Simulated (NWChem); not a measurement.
BHSeClF; SMILES FB(Cl)[SeH]

```xyz
5

B     -0.4367    -0.6011     0.0000
Cl     0.7235    -1.9145     0.0000
F     -1.7230    -0.8884     0.0000
Se     0.1928     1.2280     0.0000
H     -1.1632     1.7975     0.0000
```
Atoms are numbered in this order, from 1.

All runs: NWChem. All runs use the structure optimised with PBE0/def2-SVP. B3LYP is NWChem's, with the RPA form of VWN correlation. Ions are spin-unrestricted doublets at the neutral geometry; other ion states weren't tried.

```
level                vertical ionisation energy, ΔSCF (eV)  −ε(HOMO) (eV)  ΔSCF minus −ε(HOMO) (eV)
-------------------  -------------------------------------  -------------  ------------------------
B3LYP/def2-SVPD                                      10.19           7.65                      2.54
PBE/def2-SVPD                                        10.03           6.75                      3.28
PBE0/def2-SVPD                                       10.18           7.90                      2.28
M06-2X/def2-SVPD                                     10.21           9.00                      1.21
BHandHLYP/def2-SVPD                                  10.15           8.88                      1.27
```
